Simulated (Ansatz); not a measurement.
All values below come from frozen-core CCSD(T)/def2-TZVPP // B3LYP-D3(BJ)/def2-TZVP in Ansatz (an electronic-structure program). The restricted HF reference is unstable towards unrestricted orbitals.

Ansatz 0.2 input:
```yaml
crystal:
  periodic: [false, false, false]
  atoms:
    - { symbol: C, position_ang: [1.47953, -0.749521, 0.844886] }
    - { symbol: C, position_ang: [0.213334, -0.561744, 0.498022] }
    - { symbol: C, position_ang: [-0.190664, 0.619815, -0.320601] }
    - { symbol: N, position_ang: [-1.524248, 0.682528, -0.601362] }
    - { symbol: O, position_ang: [0.595196, 1.463534, -0.711384] }
    - { symbol: H, position_ang: [1.788122, -1.600136, 1.437624] }
    - { symbol: H, position_ang: [2.234554, -0.038595, 0.532969] }
    - { symbol: H, position_ang: [-0.557872, -1.262231, 0.80114] }
    - { symbol: H, position_ang: [-1.86299, 1.45547, -1.1484] }
    - { symbol: H, position_ang: [-2.17496, -0.009117, -0.276875] }
basis:
  gaussian: { orbitals: def2-TZVPP }
correlation:
  method: ccsd_t
```

Output:

```
Functional definition: HF
1366 factors; integrals over basis functions are off by at most 8.0e-4 eV
mean field evaluation 1: about -6687.2966 eV, gradient 4.5e1 eV
mean field evaluation 2: about -6687.5602 eV, gradient 4.5e1 eV
mean field evaluation 4: about -6691.8849 eV, gradient 5.8e0 eV
mean field evaluation 8: about -6691.9829 eV, gradient 4.7e-1 eV
mean field evaluation 16: about -6691.9845 eV, gradient 2.7e-6 eV
mean field -6691.98450405 eV, -245.9258945336 hartree, gradient 2.7e-6 eV, S^2 0.000000; 0 other end points of the search recorded, 0 dependent functions left out; unrestricted orbitals would lower it
5 core orbitals not correlated
reference -6691.98450405 eV, -245.9258945336 hartree; 14, 14 occupied and 206, 206 virtual orbitals, 1366 factors
second order -24.85662514 eV of doubles, -0.00000000 eV of singles
cycle   1  -24.72292372 eV  change    1.3e-1 eV  update   1.2e-1
cycle   2  -25.34702951 eV  change   -6.2e-1 eV  update   3.9e-2
cycle   3  -25.52055352 eV  change   -1.7e-1 eV  update   2.1e-2
cycle   4  -25.50841572 eV  change    1.2e-2 eV  update   6.2e-3
cycle   5  -25.50443181 eV  change    4.0e-3 eV  update   3.0e-3
cycle   6  -25.50610069 eV  change   -1.7e-3 eV  update   1.0e-3
cycle   7  -25.50575150 eV  change    3.5e-4 eV  update   4.2e-4
cycle   8  -25.50556112 eV  change    1.9e-4 eV  update   1.4e-4
cycle   9  -25.50561684 eV  change   -5.6e-5 eV  update   5.4e-5
cycle  10  -25.50564289 eV  change   -2.6e-5 eV  update   1.9e-5
perturbative correction -1.15551138 eV, -0.0424642600 hartree
Total energy: -6718.64565832 eV, -246.9056738816 hartree
```

Cost: about 5 core-minutes (a rough figure).
